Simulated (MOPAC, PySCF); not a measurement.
C₃H₆O, SMILES `C(=C/C)/O` (C–C–O–H torsion 180°), neutral singlet in the gas phase. 

Z-matrix (Å, degrees):
```
C
C 1 1.3275
O 2 1.3729 1 122.51
H 3 0.9608 2 109.53 1 -180.00
H 1 1.0831 2 116.46 3 -180.00
H 2 1.0844 1 121.73 5 0.00
C 1 1.4962 5 118.21 2 180.00
H 7 1.0888 1 111.37 5 180.00
H 7 1.0939 8 108.13 1 122.34
H 7 1.0939 8 108.13 9 115.33
```
Charge 0, spin multiplicity 1.

All levels are single points at this geometry (B3LYP-D3(BJ)/def2-TZVP); Pople sets use spherical d functions. Orbital energies aren't observables, and empty levels follow the basis.

```tsv
level	HOMO (eV)	LUMO (eV)	gap (eV)	dipole (D)	vertical IE, Delta-SCF (eV)
B3LYP-D3(BJ)/def2-TZVP in PySCF	-6.13	0.50	6.63	1.57	–
PBE-D3(BJ)/def2-TZVP in PySCF	-5.13	0.00	5.13	1.53	–
B3LYP/3-21G in PySCF	-5.58	1.58	7.17	1.86	–
B3LYP/6-311+G** in PySCF	-6.19	-0.30	5.89	1.59	–
BP86/6-31G* in PySCF	-4.79	0.56	5.35	1.65	–
M06-2X/6-31G* in PySCF	-7.28	2.61	9.89	1.71	–
SVWN5/6-31G* in PySCF	-4.79	0.50	5.29	1.66	8.45
HF/6-31G* in PySCF	-8.82	5.77	14.59	1.84	7.55
HF/STO-3G in PySCF	-7.02	9.14	16.16	1.52	–
AM1 in MOPAC	-9.24	1.40	10.65	1.57	–
PM3 in MOPAC	-9.31	1.30	10.61	1.50	–
PM6 in MOPAC	-9.17	1.25	10.41	1.52	–
PM7 in MOPAC	-9.30	1.20	10.50	1.52	–
```
